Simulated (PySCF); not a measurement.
## Be (beryllium, neutral) across methods

[He] 2s1 3d1, high-spin 3D determinant (an excited configuration). All numbers are calculated (PySCF 2.14, scalar relativity by spin-free X2C-1e, in aug-cc-pVTZ-DK (5s4p3d2f, 46 functions)).

```json
{"method": "PBE0", "E (hartree)": "-14.3391", "mean ε 1s β (eV)": "-117.46", "mean ε 2s α (eV)": "-10.014", "mean ε 3d α (eV)": "0.469", "Σ⟨r²⟩ (bohr²)": "34.31", "⟨S²⟩": "2.000"}
{"method": "LDA", "E (hartree)": "-14.1495", "mean ε 1s β (eV)": "-110.37", "mean ε 2s α (eV)": "-8.962", "mean ε 3d α (eV)": "0.936", "Σ⟨r²⟩ (bohr²)": "34.27", "⟨S²⟩": "2.000"}
{"method": "PBE", "E (hartree)": "-14.3377", "mean ε 1s β (eV)": "-111.76", "mean ε 2s α (eV)": "-9.037", "mean ε 3d α (eV)": "0.747", "Σ⟨r²⟩ (bohr²)": "34.28", "⟨S²⟩": "2.000"}
{"method": "r2SCAN", "E (hartree)": "-14.3554", "mean ε 1s β (eV)": "-114.24", "mean ε 2s α (eV)": "-9.242", "mean ε 3d α (eV)": "0.883", "Σ⟨r²⟩ (bohr²)": "34.42", "⟨S²⟩": "2.000"}
{"method": "MN15", "E (hartree)": "-14.3432", "mean ε 1s β (eV)": "-116.82", "mean ε 2s α (eV)": "-9.913", "mean ε 3d α (eV)": "1.299", "Σ⟨r²⟩ (bohr²)": "33.24", "⟨S²⟩": "2.000"}
{"method": "UHF", "E (hartree)": "-14.28262", "mean ε 1s β (eV)": "-133.76", "mean ε 2s α (eV)": "-12.574", "mean ε 3d α (eV)": "-0.096", "Σ⟨r²⟩ (bohr²)": "34.58", "⟨S²⟩": "2.000"}
{"method": "M06", "E (hartree)": "-14.3672", "mean ε 1s β (eV)": "-117.74", "mean ε 2s α (eV)": "-9.618", "mean ε 3d α (eV)": "0.613", "Σ⟨r²⟩ (bohr²)": "34.66", "⟨S²⟩": "2.000"}
{"method": "TPSS", "E (hartree)": "-14.3739", "mean ε 1s β (eV)": "-113.42", "mean ε 2s α (eV)": "-9.089", "mean ε 3d α (eV)": "0.808", "Σ⟨r²⟩ (bohr²)": "34.35", "⟨S²⟩": "2.000"}
```

Estimate the same row for HSE06.

E (hartree) = -14.3424; mean ε 1s β (eV) = -117.06; mean ε 2s α (eV) = -9.617; mean ε 3d α (eV) = 0.786; Σ⟨r²⟩ (bohr²) = 34.36; ⟨S²⟩ = 2.000.

The outer electron is Rydberg-like, and this basis confines it to a smaller radius and binds it less than a complete one would.

The highest occupied level is positive at PBE0, LDA, HSE06, PBE, r2SCAN, MN15, M06, TPSS: only the finite basis holds that electron, which in a density functional comes from self-interaction.
